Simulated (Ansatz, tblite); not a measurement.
Cost and result up the ladder for the cluster Ga₃ (the lowest doublet isomer of a short search) (3 atoms). Charge 0, multiplicity 2. Geometry: PBE-D4/def2-TZVP.

| atom | x (Å) | y (Å) | z (Å) |
| --- | --- | --- | --- |
| Ga1 | -0.499 | -1.082 | -0.840 |
| Ga2 | 0.096 | -0.182 | 1.443 |
| Ga3 | 0.402 | 1.265 | -0.603 |

Ansatz on 2 threads of Intel Xeon Platinum 8375C on a shared host; xTB runs through tblite on one thread. Times are rough, summed over both states, and most runs start from the orbitals of an earlier one. ωB97M-V/def2-TZVP serves as the yardstick here, not as an exact answer. The other state is a quartet at its own geometry, which has other bonds, so the gap mixes isomer and spin.

The xTB rows come from tblite. B3LYP takes the VWN-RPA correlation. Correlated methods freeze 27 core orbitals; core or outer-core shells of Ga are correlated, in sets that lack core-valence functions. The structure comes from a short search, and lower isomers may exist.

Run but left out: HF/STO-3G, HF/def2-TZVP, HF/def2-TZVPP, HF/def2-QZVPP, r2SCAN-D4/def2-TZVP, LC-ωPBE/def2-TZVP, B2PLYP/def2-TZVP, MP2/def2-TZVP, MP2/def2-TZVPP, MP2/def2-QZVPP, CCSD/def2-TZVPP, CCSD(T)/def2-TZVPP (doublet: ⟨S²⟩ 0.93 to 4.39, where a pure state has 0.75).

Correlated methods converge slowly with the basis.

xTB has no spin-polarisation term.

| level | functions | wall time |
| --- | --- | --- |
| GFN1-xTB | 27 | 0.013 s |
| GFN2-xTB | 27 | 0.015 s |
| LDA (SPW92)/def2-TZVP | 144 | 4.3 s |
| BLYP-D4/def2-TZVP | 144 | 6.1 s |
| revPBE-D4/def2-TZVP | 144 | 8.6 s |
| PBE-D4/def2-TZVP | 144 | 9.8 s |
| RPA@PBE/def2-TZVP | 144 | 10 s |
| B3LYP-D4/def2-TZVP | 144 | 18 s |
| CAM-B3LYP-D4/def2-TZVP | 144 | 23 s |
| PBE0-D4/def2-TZVP (with forces) | 144 | 26 s |
| BHLYP-D4/def2-TZVP | 144 | 27 s |
| ωB97X-V/def2-TZVP | 144 | 46 s |
| B97M-V/def2-TZVP | 144 | 48 s |
| ωB97M-V/def2-TZVP | 144 | 48 s |

Problem. Estimate what each level gives for the quartet − doublet (eV).

Solution. 
| level | quartet − doublet (eV) | difference from ωB97M-V/def2-TZVP (eV) |
| --- | --- | --- |
| GFN1-xTB | 1.00 | 0.94 |
| GFN2-xTB | 0.14 | 0.08 |
| LDA (SPW92)/def2-TZVP | 0.28 | 0.22 |
| BLYP-D4/def2-TZVP | -0.03 | -0.09 |
| revPBE-D4/def2-TZVP | -0.10 | -0.16 |
| PBE-D4/def2-TZVP | 0.01 | -0.05 |
| RPA@PBE/def2-TZVP | 0.18 | 0.13 |
| B3LYP-D4/def2-TZVP | -0.05 | -0.11 |
| CAM-B3LYP-D4/def2-TZVP | -0.05 | -0.11 |
| PBE0-D4/def2-TZVP (with forces) | -0.05 | -0.11 |
| BHLYP-D4/def2-TZVP | -0.15 | -0.21 |
| ωB97X-V/def2-TZVP | 0.07 | 0.01 |
| B97M-V/def2-TZVP | 0.01 | -0.05 |
| ωB97M-V/def2-TZVP | 0.06 | 0.00 |
